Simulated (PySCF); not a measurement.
# Ionisation energy of Pb by level of theory

Pb [Xe] 4f14 5d10 6s2 6p2 [6p1/2^2, M_J = 0] → Pb⁺ [Xe] 4f14 5d10 6s2 6p1 [6p1/2^1, M_J = 1/2], as a difference of total energies. All numbers are calculated (PySCF 2.14, the two-component X2C-1e Hamiltonian, in x2c-TZVPall-2c with one added diffuse shell each of s, p, d, f type (12s12p10d4f, 126 functions)). Correlated levels: [Kr] 4d10 4f14 frozen; the 24 highest virtual spinors dropped. "Screened" scales the spin-orbit matrix elements by Boettger's factors to mimic the two-electron term; Breit and QED terms are absent.

| method | ionisation energy (eV) | error (eV) |
| --- | --- | --- |
| GHF (spin-free) | 6.518 | -0.899 |
| GMP2 (spin-free) | 6.987 | -0.430 |
| GHF (screened spin-orbit) | 6.453 | -0.964 |
| GMP2 (screened spin-orbit) | 7.146 | -0.271 |

Reference: 7.417 eV (measured; NIST Atomic Spectra Database, ionization energies).

The spin-free rows relax to the high-spin LS determinant and lack the spin-orbit shift.

Errors of the correlated levels include the incompleteness of this basis and the frozen core.

The labels give the starting determinants; with spin-orbit coupling the two ends relaxed to ⟨J²⟩ = 0.00, ⟨L²⟩ = 1.52, ⟨S²⟩ = 1.52 and ⟨J²⟩ = 0.76, ⟨L²⟩ = 2.21, ⟨S²⟩ = 0.95.
